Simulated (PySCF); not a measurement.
C₂H₅ClFNSi. Atoms are numbered in the order given.

```xyz
11

N     -2.1774     0.5025    -0.8041
Si    -0.7987    -0.4676    -0.4947
Cl    -0.5856    -1.0383     1.5084
C      0.7231     0.4935    -0.9274
C      1.7275     0.6907    -0.0750
F      2.8173     1.3892    -0.3940
H     -3.1058     0.0931    -0.8120
H     -2.2005     1.4676    -0.4904
H     -0.9583    -1.7336    -1.2496
H      0.8197     0.9325    -1.9281
H      1.7648     0.3127     0.9529
```

Geometry optimised at ωB97X-D3(BJ)/def2-SVP. The structure was generated by enumeration; whether it is a known compound was not checked. Other conformers were not sampled.

All values below come from PySCF with HF/def2-TZVP.

The molecule is in vacuum.

```yaml
total_energy: -981.16221 hartree
highest_occupied_level: -10.66 eV
lowest_empty_level: 2.93 eV
orbital_gap: 13.59 eV
dipole_moment: 1.95 D
quadrupole, principal values (traceless, Buckingham form, about the centre of nuclear charge): -7.91, 0.94, 6.97 D·Å
mean_static_polarisability: 62.8 bohr³ (9.31 Å³)
polarisability_principal_values: 49.9, 63.5, 75.1 bohr³
```
